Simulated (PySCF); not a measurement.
A series of substituents X on one scaffold: SiH2(OH)-X. Gas-phase values, no solvent. One relaxed conformer stands for each flexible species; it need not be the lowest. Strings in code marks are SMILES.

Computed with PBE-D3(BJ)/def2-TZVP // PBE0-D4/def2-TZVP in PySCF 2.14.0. All candidates: neutral, multiplicity 1. Delta-SCF ions had no search for a lower state. Excitations are Tamm–Dancoff values on a coarser integration grid. The basis has no diffuse functions, so Rydberg states are missing or too high.

```yaml
T1 excitation (TDA): 6.13 eV
vertical ionisation energy (Delta-SCF): 10.42 eV
HOMO: -7.43 eV
```

Problem. Name which member has these values.
A. `CN[SiH2]O` (C–N–Si–O torsion 83°, N–Si–O–H torsion -73°)
B. `N#CC[SiH2]O`
C. `O[SiH2][GeH3]` (H–O–Si–Ge torsion 60°)
D. `O[SiH2]Br` (H–O–Si–Br torsion 58°)

Solution. B, `N#CC[SiH2]O`. The others give `O[SiH2][GeH3]` (H–O–Si–Ge torsion 60°): 5.11 eV, 9.56 eV, -6.60 eV; `CN[SiH2]O` (C–N–Si–O torsion 83°, N–Si–O–H torsion -73°): 5.22 eV, 9.00 eV, -5.59 eV; `O[SiH2]Br` (H–O–Si–Br torsion 58°): 6.21 eV, 10.34 eV, -7.12 eV
